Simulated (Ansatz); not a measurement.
Reaction (ligand exchange at the Hf–O bond): `[NH2][Hf]([NH2])([OH])[F]` + H–F → `[NH2][Hf]([NH2])([F])[F]` + H₂O

Program: Ansatz. Geometries: PBE0-D4/def2-TZVP. ΔE: electronic, gas phase. CBS: MP2 limit from def2 TZ/QZ plus the TZ coupled-cluster correction, frozen cores. This one scheme is used for every species. Functionals use def2-TZVPP. HSE06 is defined as in plane-wave codes. Elements past krypton have def2 core potentials. For Hf outer-core shells are correlated without core-valence functions, which leaves a few kJ/mol of doubt a bond. One conformer a species, not always the lowest.

`[NH2][Hf]([NH2])([OH])[F]`:

Z-matrix (Å, degrees):
```
Hf
N 1 2.038
O 1 1.934 2 112.8
N 1 2.034 2 106.3 3 116.6
F 1 1.928 2 106.7 3 -122.3
H 2 1.010 1 125.3 3 -98.6
H 2 1.010 1 125.9 3 82.4
H 3 0.952 1 150.1 2 -8.9
H 4 1.010 1 125.3 2 -115.5
H 4 1.011 1 125.7 2 72.2
```

H–F:

Cartesian coordinates in Å:
```
F -0.048 0.018 0.457
H 0.048 -0.018 -0.457
```

`[NH2][Hf]([NH2])([F])[F]`:

Cartesian coordinates in Å:
```
N -0.931 0.937 -1.069
Hf 0.642 0.313 0.052
N 0.037 -1.373 0.996
F 2.127 -0.056 -1.105
F 1.084 1.676 1.328
H -1.830 0.483 -1.124
H -0.942 1.754 -1.663
H 0.172 -2.317 0.660
H -0.360 -1.417 1.925
```

H₂O:

Cartesian coordinates in Å:
```
O 0.350 -0.077 -0.151
H 0.040 0.757 0.208
H -0.390 -0.680 -0.057
```

```
          level  ΔE (eV)
          HSE06    -0.56
   MP2/def2-SVP    -0.51
  CCSD/def2-SVP    -0.54
CCSD/def2-TZVPP    -0.50
```

(1) What does CCSD(T)/CBS give? (Best estimate.)

Largest T1 diagnostic among the species: 0.015.

Results:

(1) The calculation gave: -0.50 eV. The listed levels differ from it by -0.06, -0.01, -0.04, 0.00 eV.

Leaving LDA and LC-ωPBE aside and taking each functional with its dispersion term where it has one, the values, not all of them listed here, spread over 0.09 eV, from B97M-V to PBE-QIDH. LDA lies +0.08 eV from PBE without D4. From r2SCAN to r2SCAN0 (25 % exact exchange), in def2-TZVPP and without D4, ΔE moves by +0.03 eV.
